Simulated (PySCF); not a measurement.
# From computed data to an observable: oscillator strength and radiative lifetime

B(Me)(OMe)(SH) (C2H7BOS), SMILES COB(C)S.

The structure is a stationary point at B3LYP-D3(BJ)/def2-SVP. This is a generated structure with no PubChem entry under its InChIKey; it may be hypothetical. One conformer was computed; it need not be the lowest.

TDA-M06-2X/def2-SVPD run with PySCF puts the first singlet state with f over 0.02 at 7.04 eV (vertical), with the transition dipole (0.764, -0.313, 0.000) in atomic units.

### Question
Find the oscillator strength, the wavelength and the radiative lifetime that this transition would have in vacuum if emission retraced absorption.

### Answer

|μ|² = 0.6817 au, so |μ| = 2.10 D. ΔE = 7.04/27.211 = 0.2587 hartree. f = (2/3) ΔE |μ|² = 0.118 (the program prints 0.118).
λ = 1239.84/7.04 = 176 nm; ν = 56781 cm⁻¹.
Einstein's coefficient A = 0.6670 ν² f s⁻¹ (ν in cm⁻¹) = 2.5e8 s⁻¹, so τ = 1/A = 4.0 ns. This state is S2; the lower singlet has f = 0.018. The figure is the radiative limit of this one transition; relaxation, internal conversion, crossing to triplets and a medium change what is measured.
